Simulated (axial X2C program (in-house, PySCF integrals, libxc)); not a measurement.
**Cl or H: which binds elements of chip processing more strongly?**

Computed with an in-house relativistic program for diatomic molecules, spin-free (one-electron X2C) or two-component (2c: spin–orbit coupling with atomic mean-field Coulomb and Gaunt terms, which also bring small scalar terms), in Dyall basis sets with cores contracted in-house; open shells are unrestricted.

Level PBE0, 2c. Dyall triple-zeta sets: BCl v3z/av3z; BH v3z/v3z; AlCl v3z/av3z; AlH v3z/v3z; SiCl v3z/av3z; SiH v3z/v3z; SbCl cv3z/av3z; SbH cv3z/v3z.

Diatomic bonds are a first guide to the radicals met in plasma etching, cleaning and deposition, though surfaces and higher halides or oxides behave in their own way.

```json
{"element M": "B", "state of MCl": "Ω = 0", "Re MCl (Å)": "1.721", "D0 MCl (eV)": "5.23", "state of MH": "Ω = 0", "Re MH (Å)": "1.241", "D0 MH (eV)": "3.35"}
{"element M": "Al", "state of MCl": "Ω = 0", "Re MCl (Å)": "2.155", "D0 MCl (eV)": "5.07", "state of MH": "Ω = 0", "Re MH (Å)": "1.668", "D0 MH (eV)": "2.86"}
{"element M": "Si", "state of MCl": "Ω = 1/2", "Re MCl (Å)": "2.079", "D0 MCl (eV)": "4.31", "state of MH": "Ω = 1/2", "Re MH (Å)": "1.536", "D0 MH (eV)": "2.89"}
{"element M": "Sb", "state of MCl": "Ω = 1", "Re MCl (Å)": "2.346", "D0 MCl (eV)": "3.11", "state of MH": "Ω = 1", "Re MH (Å)": "1.717", "D0 MH (eV)": "2.40"}
```

**Question.** Work out the energy at 0 K of MCl + H → MH + Cl for each element.

**Answer.** ΔE = D0(MCl) − D0(MH) at PBE0, 2c: B 1.88, Al 2.21, Si 1.42, Sb 0.71 eV (negative: the exchange gives off energy).

**Question.** For which element is the exchange to H most and for which least favourable, and what is the energy of SbCl + AlH → SbH + AlCl?

**Answer.** Sb most (0.71 eV), Al least (2.21 eV). The atoms cancel in the double exchange: ΔE = 0.71 − (2.21) = -1.50 eV, a figure less sensitive to errors in the atoms than D0 itself.

Each entry is the lowest single determinant of a limited PBE0 search at one distance. D0 = De minus the zero-point energy; De goes to single-determinant-based atoms at the same level (for ions the charge split of lowest energy) and is withheld (n/a) where an atom does not fit its ground term or J level. Main or longest-lived isotopes. One determinant is a doubtful description, or other states lie close, for SbCl, SbH; these need not be ground states, and all values refer to the states named. Some open-shell Ω = 0 determinants are out of reach, so the Ω given for SbCl, SbH need not be the lowest component. With several unpaired electrons the Ω given is that of one determinant, not necessarily of the lowest component. Some light 2c atoms are not at their ground J level, so De misses part of their lowering (0.04 eV or less). The functionals have no current term, which raises determinants with orbital currents. These D0 were not checked against measured values; triple-zeta sets, frozen cores and single determinants leave errors of some tenths of an eV, more for transition metals.
